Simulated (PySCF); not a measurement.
**Shapes and spin states of CaO₂**

These are results of PBE/[Ca def2-TZVP, O def2-TZVP], no relativity, density fitting, PySCF, not measurements.

Relaxations began from a few typed shapes and spin states; open shells are unrestricted. The search is not exhaustive: other isomers or separated fragments can lie lower, and high-lying points may rest on an excited occupation.

```
                              spin  group                       bonds         angles  imaginary modes (cm⁻¹)  ΔE (kJ/mol)  ΔE with ZPE (kJ/mol)
                           triplet    C∞v  Ca–O 1.960 Å, Ca–O 2.079 Å  O–Ca–O 180.0°                    none          0.0                   0.0
                           triplet    D∞h           Ca–O 2.010 Å (×2)  O–Ca–O 180.0°                    373i          0.6                     –
broken-symmetry Ms = 0 (⟨S²⟩ 0.86)    D∞h           Ca–O 1.959 Å (×2)  O–Ca–O 180.0°                    none         20.3                  21.6
```

The lowest minimum found is the triplet C∞v: Ca–O 1.960 Å, Ca–O 2.079 Å; O–Ca–O 180.0°.

For the lowest minimum: the spin densities have lower symmetry than the nuclear frame.

The electron or spin density has lower symmetry than the nuclear frame for the triplet D∞h at 0.6 kJ/mol, broken-symmetry Ms = 0 (⟨S²⟩ 0.86) D∞h at 20.3 kJ/mol.
